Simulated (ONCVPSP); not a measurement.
# Which change was made? (Ni, ONCV)

| Property | Result |
| --- | --- |
| Element | nickel |
| Generator | ONCVPSP 4.0.1 |
| Type | optimised norm-conserving Vanderbilt (ONCV) |
| Functional | BLYP |
| Relativity | scalar-relativistic |
| Frozen core | [Ar] |
| Valence charge | 10 |
| Reference configuration | 3d8 4s2 |
| Partial waves | 4s: rc 2.45 bohr, ncon 4, nbas 8, qcut 2.4 1/bohr, 2 projectors, debl 1.9 Ha; p scattering state at 0.09 Ha: rc 2.20 bohr, ncon 5, nbas 9, qcut 3 1/bohr, 3 projectors, debl 1.4 Ha; 3d: rc 0.85 bohr, ncon 3, nbas 7, qcut 20.2 1/bohr, 2 projectors, debl 3.8 Ha |
| Local potential | polynomial inside 0.75 bohr (lpopt 5, dvloc0 2 Ha) |
| Core correction | Teter function, fcfact 4.5, rcfact 1.45 |

In the p channel the program set the typed energies aside and used 0.050, 1.450, 2.850 Ha.

Cutoffs, loose and tight: the cutoffs (Ha) at which the residual kinetic energy of the hardest occupied pseudo-wave falls to 1 and 0.1 mHa per electron. They do not see the model core or the augmentation charge, which bear on the density cutoff. Test errors are all-electron minus pseudo excitation energies from the reference, over the configurations 3d8 4s1; 3d8 4s0; 3d7 4s0; 3d7 4s2; variants that change the core or the reference have their own tests.

The base gives: outcome: generated, projector energies reset by the program; cutoff, loose: 136 Ha; cutoff, tight: 157 Ha; bound ghosts: s, p; GHOST(+) flags above zero: p; largest test error (meV): -376.

Question: After one change the result is: outcome: generated, projector energies reset by the program; cutoff, loose: 154 Ha; cutoff, tight: 182 Ha; bound ghosts: s, p; GHOST(+) flags above zero: p; largest test error (meV): -299. Which change was it?
A. s: qcut 3.4; p: qcut 4.3; d: qcut 28.9
B. s: qcut 2.8; p: qcut 3.5; d: qcut 23.9
C. s: qcut 1.7; p: qcut 2.2; d: qcut 14.7

Answer: B. The others give: s: qcut 3.4; p: qcut 4.3; d: qcut 28.9 → outcome: generated, projector energies reset by the program; cutoff, loose: 163 Ha; cutoff, tight: 192 Ha; bound ghosts: s, p; GHOST(+) flags above zero: p; largest test error (meV): -209 | s: qcut 1.7; p: qcut 2.2; d: qcut 14.7 → outcome: generated, projector energies reset by the program; cutoff, loose: 96 Ha; cutoff, tight: 132 Ha; bound ghosts: s, p; GHOST(+) flags above zero: p; largest test error (meV): -484.
